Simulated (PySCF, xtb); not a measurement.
C₃H₇NSi, SMILES CC1[SiH2]CN=1.

GFN2-xTB (xtb) at its own geometry gives an orbital gap of 2.84 eV and a dipole moment of 2.85 D.

The structure is a stationary point at PBE0-D3(BJ)/def2-SVP. The structure was generated by enumeration, and PubChem lists no compound with its InChIKey, so it may never have been made.

Q: What does ωB97X/def2-TZVP (PySCF) give? (The exact figures need the calculation; the answer reports its results.)

A: gap 10.89 eV (levels -9.11 and 1.78 eV), dipole 1.70 D.
